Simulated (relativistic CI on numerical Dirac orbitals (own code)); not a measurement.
## Radial parameters of Pb LXXIII

Calculated at this level of theory: Dirac-Coulomb-Breit CI, separate exchange-only KLI orbitals for each configuration, a model potential for QED, unscaled Slater integrals (own radial code, finite nucleus).

Slater integrals F^k, G^k are unscaled and averaged over j, outside the closed core 1s2; ζ comes from projecting the Hamiltonian with its Breit term on Σ l·s of the shell.

- 2s²2p⁵3s: ζ(2p) = 1.2037e+07, G^1(2p,3s) = 171820 cm⁻¹; <r>(2p) = 0.05936, <r^2>(2p) = 0.004325, <r>(3s) = 0.158, <r^2>(3s) = 0.02861 (bohr units).
- 2s²2p⁵3p: ζ(2p) = 1.2036e+07, F^2(2p,3p) = 446850, G^0(2p,3p) = 182460, G^2(2p,3p) = 196390, ζ(3p) = 3.3534e+06 cm⁻¹; <r>(2p) = 0.05938, <r^2>(2p) = 0.004328, <r>(3p) = 0.1556, <r^2>(3p) = 0.02812 (bohr units).
- 2s²2p⁵3d: ζ(2p) = 1.2045e+07, F^2(2p,3d) = 570860, G^1(2p,3d) = 535900, G^3(2p,3d) = 309670, ζ(3d) = 460330 cm⁻¹; <r>(2p) = 0.05938, <r^2>(2p) = 0.004329, <r>(3d) = 0.1377, <r^2>(3d) = 0.0218 (bohr units).

Averages of the first 10 configurations, taken without configuration mixing, which lowers the lowest level and can move excited configurations by several eV; other configurations of the list can lie among them:

```json
{"Configuration": "2s²2p⁶", "Parity": "even", "States": "1", "Average energy above the lowest level (eV)": "0.9"}
{"Configuration": "2s²2p⁵3s", "Parity": "odd", "States": "12", "Average energy above the lowest level (eV)": "10991.6"}
{"Configuration": "2s²2p⁵3p", "Parity": "even", "States": "36", "Average energy above the lowest level (eV)": "11583.8"}
{"Configuration": "2s²2p⁵3d", "Parity": "odd", "States": "60", "Average energy above the lowest level (eV)": "12066.7"}
{"Configuration": "2s2p⁶3s", "Parity": "even", "States": "4", "Average energy above the lowest level (eV)": "13063.8"}
{"Configuration": "2s2p⁶3p", "Parity": "odd", "States": "12", "Average energy above the lowest level (eV)": "13649.0"}
{"Configuration": "2s2p⁶3d", "Parity": "even", "States": "20", "Average energy above the lowest level (eV)": "14131.8"}
{"Configuration": "2s²2p⁵4s", "Parity": "odd", "States": "12", "Average energy above the lowest level (eV)": "15256.9"}
{"Configuration": "2s²2p⁵4p", "Parity": "even", "States": "36", "Average energy above the lowest level (eV)": "15500.1"}
{"Configuration": "2s²2p⁵4d", "Parity": "odd", "States": "60", "Average energy above the lowest level (eV)": "15694.4"}
```
